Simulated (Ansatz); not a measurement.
`F[CH2][GeH3]` + `BS` → `B[S][GeH3]` + `CF` at 700 K and 1 bar (ligand exchange at a Ge–C bond).

Isolated molecules relaxed with PBE0-D4/def2-TZVP in Ansatz; ΔE leaves out vibrations. CBS: MP2 limit from def2 TZ/QZ plus the TZ coupled-cluster correction, frozen cores. This one scheme is used for every species. For Ge outer-core shells are correlated without core-valence functions, which leaves a few kJ/mol of doubt a bond. Scalar relativity is left out up to krypton.

| species | CCSD(T)/CBS energy (Eh) | H − E (kJ/mol) | S (J/(mol·K)) |
| --- | --- | --- | --- |
| `F[CH2][GeH3]` | -2216.93494 | 195.5 | 386.7 |
| `BS` | -424.38198 | 115.9 | 297.3 |
| `B[S][GeH3]` | -2501.70931 | 184.0 | 418.2 |
| `CF` | -139.63461 | 133.6 | 263.9 |

H − E and S are ideal-gas, rigid-rotor, harmonic terms from PBE0-D4/def2-TZVP. 1 Eh = 2625.50 kJ/mol, R = 8.31446 J/(mol·K).

Q: By hand: ΔE, ΔH, ΔS and ΔG.

A: ΔE = (-2501.70931) + (-139.63461) − (-2216.93494) − (-424.38198) = -0.02700 Eh = -70.9 kJ/mol. Δ(H − E) = 184.0 + 133.6 − 195.5 − 115.9 = 6.2, so ΔH = -64.7 kJ/mol. ΔS = 418.2 + 263.9 − 386.7 − 297.3 = -1.9 J/(mol·K). ΔG = -64.7 − 700 × (-1.9)/1000 = -63.4 kJ/mol.

Q: By hand: the equilibrium constant, and the temperature at which ΔG would vanish if ΔH and ΔS stayed fixed.

A: log₁₀ K = −ΔG/(RT ln 10) = 4.7. ΔG = 0 at ΔH/ΔS = 34053 K, far beyond where these terms or the molecules hold.

The number of gas molecules stays the same, so ΔS is small and ΔH decides. A doubt of 5 kJ/mol in ΔE shifts log₁₀ K by 0.4 here. Modes under 60 cm⁻¹, often nearly free rotors, make the harmonic entropy too high. These are equilibria of isolated gas molecules and say nothing of rates. Largest T1 diagnostic: 0.015 (customary marks: 0.02 for closed shells, 0.045 for open ones).
